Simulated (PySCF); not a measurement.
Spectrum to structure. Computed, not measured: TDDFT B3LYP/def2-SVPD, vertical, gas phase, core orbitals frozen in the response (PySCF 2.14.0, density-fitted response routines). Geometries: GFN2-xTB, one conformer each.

```csv
state,E (eV),f
S1,5.55,0.0034
S2,5.69,0.0020
S3,6.02,0.098
S4,6.10,0.121
S5,6.50,0.067
S6,6.63,0.0045
S7,6.78,0.016
S8,6.87,0.0077
```

Triplets computed (Tamm–Dancoff): 4.19, 5.16, 5.56 eV.

Orbital energies (eV): HOMO-3 -9.23, HOMO-2 -8.75, HOMO-1 -8.46, HOMO -6.26, LUMO 0.11, LUMO+1 0.20, LUMO+2 0.43.

**Question.** Which structure fits? All have the formula C4H9ClOSi.
A. `CCC(=O)[SiH2]CCl`
B. `CO/C(=C/Cl)C[SiH3]`
C. `C=C[C@@H](Cl)[SiH2]OC`

**Answer.** B. Its S1 lies at 5.55 eV; the nearest of the others has S1 at 5.93 eV. S1 is HOMO→LUMO+1 (60%), HOMO→LUMO+2 (23%). Löwdin shares by element: HOMO carbon 49% or more, chlorine 23%, oxygen 15%; LUMO carbon 43% or more, silicon 14%, oxygen 7% (atoms not listed hold the other 35%). At the same level the other candidates give, for their lowest levels:
- `CCC(=O)[SiH2]CCl`: 3.53 eV (f 0.001); 5.60 eV (f 0.002); 5.67 eV (f 0.001); 6.05 eV (f 0.015); 6.10 eV (f 0.002); T1 2.90 eV; HOMO -6.79, LUMO -1.58 eV
- `C=C[C@@H](Cl)[SiH2]OC`: 5.93 eV (f 0.092); 6.43 eV (f 0.076); 6.59 eV (f 0.016); 6.67 eV (f 0.016); 6.81 eV (f 0.008); T1 4.27 eV; HOMO -7.25, LUMO -0.68 eV

Conformer computed: `[CH3:1][O:2]/[C:3](=[CH:4]/[Cl:5])[CH2:6][SiH3:7]`: C1–O2–C3–C4 2°, O2–C3–C6–Si7 85°.
